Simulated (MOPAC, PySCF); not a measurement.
H6GeOSi, SMILES `O[SiH2][GeH3]` (H–O–Si–Ge torsion 60°), neutral singlet in the gas phase. 

Cartesian coordinates (Å):
SMILES: [GeH3][SiH2]O
```xyz
9

O     -1.8472     0.4475    -0.8691
Si    -0.9360    -0.4447     0.1816
Ge     1.3871     0.0780     0.0359
H     -1.8219     1.4008    -0.7792
H     -1.1726    -1.8601    -0.1930
H     -1.3760    -0.2395     1.5920
H      1.9594    -0.2509    -1.3533
H      2.1873    -0.7101     1.0884
H      1.6198     1.5791     0.2968
```
Charge 0, multiplicity 1.

All levels are single points at this geometry (PBE0-D4/def2-TZVP); Pople sets use spherical d functions. Orbital energies aren't observables, and empty levels follow the basis.

PM3 in MOPAC gives dipole (D) = 1.23.

Problem. Estimate the dipole (D) from each of these levels: PBE-D3(BJ)/def2-TZVP in PySCF; PBE0-D4/def2-TZVP in PySCF; PBE/6-31G* in PySCF; SVWN5/6-31G* in PySCF; AM1 in MOPAC.

Solution. 
| level | dipole (D) |
|---|---|
| PBE-D3(BJ)/def2-TZVP in PySCF | 1.15 |
| PBE0-D4/def2-TZVP in PySCF | 1.17 |
| PBE/6-31G* in PySCF | 1.22 |
| SVWN5/6-31G* in PySCF | 1.26 |
| AM1 in MOPAC | 1.44 |
